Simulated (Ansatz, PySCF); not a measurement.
This PySCF input computes a CAM-B3LYP/def2-TZVPD energy:

```python
from pyscf import gto, scf, dft

mol = gto.M(
    atom='''
    F    -1.21299123   -0.50470806    0.01613613
    S    -0.00574452    0.55322190    0.00745691
    F     1.22320370   -0.47879753   -0.02939285
    ''',
    basis='def2-tzvpd',
    charge=0,
    spin=0,
    verbose=4,
)

mf = dft.RKS(mol, xc='camb3lyp').density_fit(auxbasis='def2-universal-jkfit')
mf.grids.level = 3
mf.conv_tol = 1e-9
mf.max_cycle = 100
mf.max_memory = 1500
mf.kernel()
if not mf.converged:
    mf = mf.newton()
    mf.kernel(mf.make_rdm1())
mf.analyze()
```

Q: Write an input for the same energy in Ansatz (an electronic-structure program) and say what it gives.

A: 
Ansatz 0.2 input:
```yaml
crystal:
  periodic: [false, false, false]
  atoms:
    - {symbol: F, position_ang: [-1.21299123, -0.50470806, 0.01613613]}
    - {symbol: S, position_ang: [-0.00574452, 0.55322190, 0.00745691]}
    - {symbol: F, position_ang: [1.22320370, -0.47879753, -0.02939285]}
basis:
  gaussian:
    orbitals: def2-TZVPD
hamiltonian:
  xc: {name: CAM-B3LYP}
output: {forces: true}
```
It gives -597.90340 Eh, and PySCF -597.90344 Eh, a difference of 0.04 mEh, from the treatment of integrals and grids.
